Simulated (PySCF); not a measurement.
Simulation results for BH4N2Si, CH4BNSi, CH7BSi2, CH5NSi2 and others

All values are calculated (PySCF 2.14.0). Calculation on a computer-drawn molecule: the log of a Hartree-Fock and frozen-core CCSD(T) single point meant for a local Hartree-Fock minimum, with one planted fault or none, to be diagnosed. Offsets are logged minus clean, where the clean run is the same molecule without the fault. The reference is restricted for singlets and unrestricted otherwise, and also for a bond in bohr or an excited solution. Adding or removing an electron swaps singlet and doublet. The excited solution moves the top pair (singlet) or top alpha electron (doublet) to the lowest empty orbital. Highest occupied and lowest empty are orbital energies over both spins, largest force is the largest gradient component, triples share is (T) over the correlation energy, the T1 limit is 0.02 restricted and 0.045 unrestricted, electrons count all cores, a negative frequency is imaginary (commonest isotopes), and the dipole is about the centre of nuclear charge.

Common to all runs: meant charge 0; meant basis cc-pV(D+d)Z; logged SCF converged yes; possible faults no fault, one electron removed, one electron added, multiplicity raised by two, geometry at a saddle point, SCF held on an excited solution, minimal basis STO-3G, one bond length entered in bohr, all coordinates scaled.

(1) 
```xyz
8
formula=BH4N2Si meant_multiplicity=2 logged_electrons=38 logged_basis_functions=85 logged_spin_squared=0 logged_highest_occupied=0.59278 logged_lowest_empty=7.3428 logged_largest_force=0.058263 logged_T1_diagnostic=0.020233 logged_D1_diagnostic=0.061112 logged_triples_share=0.033957 logged_CC_converged=yes logged_dipole_magnitude=8.2852 logged_SCF_stable_within_its_kind=yes logged_energy_HF=-424.75259 logged_energy_CCSD(T)=-425.32906 planted_fault=one_electron_added HF_energy_offset_from_clean_run=43.31 CCSD(T)_energy_offset_from_clean_run=21.11
B      0.5208     1.9791    -0.9727
N      0.9006     0.7393    -0.4271
Si     2.0907     0.4448     0.7840
N      3.0347     1.3965     1.5780
H      0.9982     3.0281    -0.6504
H      0.4232    -0.0713    -0.7823
H      2.1259    -0.9993     1.0214
H      3.1217     2.3913     1.5240
```

Units: logged_highest_occupied, logged_lowest_empty in eV; logged_largest_force in hartree/bohr; logged_dipole_magnitude in debye; logged_energy_HF, logged_energy_CCSD(T) in hartree; HF_energy_offset_from_clean_run, CCSD(T)_energy_offset_from_clean_run in kcal/mol.

Drawn bonds:
| atom | other atom | order |
| --- | --- | --- |
| 1 | 2 | 1 |
| 2 | 3 | 1 |
| 3 | 4 | 2 |
| 1 | 5 | 1 |
| 2 | 6 | 1 |
| 3 | 7 | 1 |
| 4 | 8 | 1 |

Notes: T1 above single-reference limit; highest electron not bound in this basis.

(2) 
```xyz
8
formula=CH4BNSi meant_multiplicity=1 logged_electrons=36 logged_basis_functions=85 logged_spin_squared=1.1523 logged_highest_occupied=-8.443 logged_lowest_empty=0.0033973 logged_largest_force=0.048048 logged_T1_diagnostic=0.070352 logged_D1_diagnostic=0.26854 logged_triples_share=0.04569 logged_CC_converged=yes logged_dipole_magnitude=2.2766 logged_SCF_stable_within_its_kind=yes logged_energy_HF=-408.08812 logged_energy_CCSD(T)=-408.60518 planted_fault=one_bond_length_entered_in_bohr,row_4_of_the_drawn_bonds HF_energy_offset_from_clean_run=92.72 CCSD(T)_energy_offset_from_clean_run=94.54
N     -0.8890    -1.2905     1.1462
B      0.3900    -0.8252     1.0333
C      1.6944    -0.3161     0.9357
Si     1.8728     1.3244     1.7337
H     -2.2486    -0.8148    -0.0753
H     -1.2081    -1.7867     1.9529
H      2.5226    -0.8161     0.4496
H      0.4157     1.4380     2.1938
```

Units: logged_highest_occupied, logged_lowest_empty in eV; logged_largest_force in hartree/bohr; logged_dipole_magnitude in debye; logged_energy_HF, logged_energy_CCSD(T) in hartree; HF_energy_offset_from_clean_run, CCSD(T)_energy_offset_from_clean_run in kcal/mol.

Drawn bonds:
| atom | other atom | order |
| --- | --- | --- |
| 1 | 2 | 1 |
| 2 | 3 | 2 |
| 3 | 4 | 1 |
| 1 | 5 | 1 |
| 1 | 6 | 1 |
| 3 | 7 | 1 |
| 4 | 8 | 1 |

Notes: T1 above single-reference limit.

(3) 
```xyz
11
formula=CH7BSi2 meant_multiplicity=1 logged_electrons=46 logged_basis_functions=109 logged_spin_squared=0 logged_highest_occupied=-8.6693 logged_lowest_empty=0.28766 logged_largest_force=1.265e-05 logged_lowest_frequency=112.85 logged_T1_diagnostic=0.017052 logged_D1_diagnostic=0.066068 logged_triples_share=0.034671 logged_CC_converged=yes logged_dipole_magnitude=1.6658 logged_SCF_stable_within_its_kind=yes logged_energy_HF=-644.42062 logged_energy_CCSD(T)=-644.92221 planted_fault=no_fault HF_energy_offset_from_clean_run=0 CCSD(T)_energy_offset_from_clean_run=0
B      0.0246    -0.5142    -1.8094
Si     0.9349     0.5807    -0.3773
C      1.2723     0.0234     1.2037
Si     0.9036    -1.6377     1.9514
H     -0.3236    -1.6363    -1.5919
H     -0.1753    -0.0466    -2.8945
H      1.3330     1.9599    -0.7326
H      1.7697     0.7296     1.8685
H      2.1504    -2.3056     2.4033
H      0.0247    -1.5020     3.1404
H      0.2300    -2.5211     0.9717
```

Units: logged_highest_occupied, logged_lowest_empty in eV; logged_largest_force in hartree/bohr; logged_lowest_frequency in cm⁻¹; logged_dipole_magnitude in debye; logged_energy_HF, logged_energy_CCSD(T) in hartree; HF_energy_offset_from_clean_run, CCSD(T)_energy_offset_from_clean_run in kcal/mol.

Drawn bonds:
| atom | other atom | order |
| --- | --- | --- |
| 1 | 2 | 1 |
| 2 | 3 | 2 |
| 3 | 4 | 1 |
| 1 | 5 | 1 |
| 1 | 6 | 1 |
| 2 | 7 | 1 |
| 3 | 8 | 1 |
| 4 | 9 | 1 |
| 4 | 10 | 1 |
| 4 | 11 | 1 |

(4) 
```xyz
9
formula=CH5NSi2 meant_multiplicity=1 logged_electrons=46 logged_basis_functions=99 logged_spin_squared=0 logged_highest_occupied=-8.0932 logged_lowest_empty=-0.0316 logged_largest_force=0.084173 logged_T1_diagnostic=0.019971 logged_D1_diagnostic=0.077705 logged_triples_share=0.032506 logged_CC_converged=yes logged_dipole_magnitude=2.0664 logged_SCF_stable_within_its_kind=yes logged_energy_HF=-672.95595 logged_energy_CCSD(T)=-673.49944 planted_fault=all_coordinates_scaled,by_-7.4_% HF_energy_offset_from_clean_run=37.82 CCSD(T)_energy_offset_from_clean_run=46.43
C     -1.3171    -0.0897     2.0269
Si    -0.9348    -0.6723     0.6119
N     -0.8796    -2.2190     0.3115
Si    -0.4514     0.6289    -1.0926
H     -1.3212     0.9061     2.1541
H     -1.5602    -0.6277     2.8405
H     -1.0782    -2.8756     0.9349
H     -0.7043    -2.5658    -0.5287
H     -0.6163     1.7648    -0.2941
```

Units: logged_highest_occupied, logged_lowest_empty in eV; logged_largest_force in hartree/bohr; logged_dipole_magnitude in debye; logged_energy_HF, logged_energy_CCSD(T) in hartree; HF_energy_offset_from_clean_run, CCSD(T)_energy_offset_from_clean_run in kcal/mol.

Drawn bonds:
| atom | other atom | order |
| --- | --- | --- |
| 1 | 2 | 2 |
| 2 | 3 | 1 |
| 2 | 4 | 1 |
| 1 | 5 | 1 |
| 1 | 6 | 1 |
| 3 | 7 | 1 |
| 3 | 8 | 1 |
| 4 | 9 | 1 |

(5) 
```xyz
9
formula=AlB2H5N meant_multiplicity=2 logged_electrons=35 logged_basis_functions=29 logged_spin_squared=0.7704 logged_highest_occupied=-4.2499 logged_lowest_empty=7.4058 logged_largest_force=0.035227 logged_T1_diagnostic=0.019541 logged_D1_diagnostic=0.069894 logged_triples_share=0.019559 logged_CC_converged=yes logged_dipole_magnitude=1.5498 logged_SCF_stable_within_its_kind=yes logged_energy_HF=-344.30471 logged_energy_CCSD(T)=-344.49186 planted_fault=minimal_basis_STO-3G HF_energy_offset_from_clean_run=2692 CCSD(T)_energy_offset_from_clean_run=2852
B     -1.3628    -2.0495    -1.1548
Al    -0.8092    -0.1728    -2.0579
B      0.7893     0.9121    -1.3991
N      1.8626     1.6383    -0.9546
H     -0.9326    -3.1101    -1.5353
H     -2.1370    -2.1280    -0.2334
H     -1.6367     0.4288    -3.2763
H      2.7889     1.5282    -1.3196
H      1.7938     2.3399    -0.2430
```

Units: logged_highest_occupied, logged_lowest_empty in eV; logged_largest_force in hartree/bohr; logged_dipole_magnitude in debye; logged_energy_HF, logged_energy_CCSD(T) in hartree; HF_energy_offset_from_clean_run, CCSD(T)_energy_offset_from_clean_run in kcal/mol.

Drawn bonds:
| atom | other atom | order |
| --- | --- | --- |
| 1 | 2 | 1 |
| 2 | 3 | 1 |
| 3 | 4 | 1 |
| 1 | 5 | 1 |
| 1 | 6 | 1 |
| 2 | 7 | 1 |
| 4 | 8 | 1 |
| 4 | 9 | 1 |

(6) 
```xyz
6
formula=ClFH2Si2 meant_multiplicity=1 logged_electrons=56 logged_basis_functions=93 logged_spin_squared=0 logged_highest_occupied=-6.8351 logged_lowest_empty=-2.8625 logged_largest_force=0.058201 logged_CC_converged=no logged_dipole_magnitude=1.7085 logged_SCF_stable_within_its_kind=no logged_energy_HF=-1137.84992 planted_fault=SCF_held_on_an_excited_solution HF_energy_offset_from_clean_run=114.2
F     -2.0286    -0.4843     0.6380
Si    -1.3949    -0.1281    -0.8033
Si    -1.1820     2.2294    -1.1464
Cl     0.5856    -0.7571    -0.7651
H     -2.1101    -0.9676    -1.7758
H     -0.9859     1.9948    -2.6299
```

Units: logged_highest_occupied, logged_lowest_empty in eV; logged_largest_force in hartree/bohr; logged_dipole_magnitude in debye; logged_energy_HF in hartree; HF_energy_offset_from_clean_run in kcal/mol.

Drawn bonds:
| atom | other atom | order |
| --- | --- | --- |
| 1 | 2 | 1 |
| 2 | 3 | 1 |
| 2 | 4 | 1 |
| 2 | 5 | 1 |
| 3 | 6 | 1 |

Notes: CCSD not converged.
